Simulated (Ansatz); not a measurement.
A CCSD(T) single point on ClFH4O2Si2, SMILES `O[Si@H](F)[Si@@H](O)Cl`.

```yaml
crystal:
  periodic: [false, false, false]
  atoms:
    - {symbol: O, position_ang: [-1.868043, -0.269873, -1.044464]}
    - {symbol: Si, position_ang: [-1.044881, 0.040544, 0.332469]}
    - {symbol: F, position_ang: [-1.090190, 1.611297, 0.668163]}
    - {symbol: Si, position_ang: [1.216028, -0.463134, -0.052971]}
    - {symbol: O, position_ang: [1.973099, 0.767065, -0.823465]}
    - {symbol: Cl, position_ang: [2.019254, -0.782000, 1.823799]}
    - {symbol: H, position_ang: [-2.826620, -0.252346, -1.036118]}
    - {symbol: H, position_ang: [-1.674136, -0.636172, 1.495567]}
    - {symbol: H, position_ang: [1.480804, -1.673696, -0.857654]}
    - {symbol: H, position_ang: [1.814674, 1.658315, -0.505326]}
basis:
  gaussian: {orbitals: def2-TZVPP}
correlation: {method: ccsd_t}
```

```sh
$ ansatz run in.yaml --threads 2 --pin off --events-out ev --progress --plain --max-ram 20480MiB --backend cuda --devices 0, --max-vram 18GiB
```

Output of Ansatz, abridged:

```
Functional definition: HF
1664 factors; integrals over basis functions are off by at most 8.3e-4 eV
mean field evaluation 1: about -35076.0627 eV, gradient 5.5e1 eV
mean field evaluation 2: about -35076.4172 eV, gradient 5.5e1 eV
mean field evaluation 4: about -35081.9480 eV, gradient 3.5e0 eV
mean field evaluation 8: about -35082.0277 eV, gradient 3.4e-1 eV
mean field -35082.02808699 eV, -1289.2407527443 hartree, gradient 7.0e-6 eV, S^2 0.000000; 0 other end points of the search recorded, 0 dependent functions left out
18 core orbitals not correlated: weight in the atoms' cores, before any rotation towards them, 1.000 or more for the frozen orbitals, at most 0.000 for the correlated occupied ones
reference -35082.02808699 eV, -1289.2407527443 hartree; 19, 19 occupied and 238, 238 virtual orbitals, 1664 factors
second order -31.28218832 eV of doubles, -0.00000000 eV of singles
cycle   1  -31.55944069 eV  change   -2.8e-1 eV  update   1.2e-1
cycle   2  -32.23422768 eV  change   -6.7e-1 eV  update   3.3e-2
cycle   3  -32.39616809 eV  change   -1.6e-1 eV  update   1.8e-2
cycle   4  -32.37660721 eV  change    2.0e-2 eV  update   3.8e-3
cycle   5  -32.37387654 eV  change    2.7e-3 eV  update   1.8e-3
cycle   6  -32.37512723 eV  change   -1.3e-3 eV  update   5.5e-4
cycle   7  -32.37489292 eV  change    2.3e-4 eV  update   2.0e-4
cycle   8  -32.37478556 eV  change    1.1e-4 eV  update   6.3e-5
cycle   9  -32.37480860 eV  change   -2.3e-5 eV  update   2.4e-5
perturbative correction -1.14908824 eV, -0.0422282141 hartree
Total energy: -35115.55198384 eV, -1290.4727332302 hartree
```

It took 8 s on 2 threads of an AMD EPYC 7R13 on a shared host and a share of an NVIDIA H100 80 GB, with 0.82 GiB of host memory at the peak.

Correlation energy per correlated electron: -0.882 eV. T1 diagnostic: 0.0119.
